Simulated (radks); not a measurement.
Results of a calculation; reference values are marked as such.
Task: Level of theory: scalar-relativistic Kohn-Sham, BLYP, spin-polarised, spherical densities, finite nucleus; open shells are filled with parallel spins first; Fermi nuclear charge, rms radius of each element as measured or else 0.836 A^(1/3) + 0.57 fm (a radial shooting solver on a logarithmic mesh with Libxc functionals). Each species is in its NIST ground configuration. Rank Ar4+, P4+, Cl4+, Al4+, Si4+, S4+, Mg4+ by mean radius of the outermost orbital (bohr), largest first.

Result: P4+ 1.59, S4+ 1.47, Cl4+ 1.44, Ar4+ 1.33, Mg4+ 0.654, Al4+ 0.606, Si4+ 0.565.
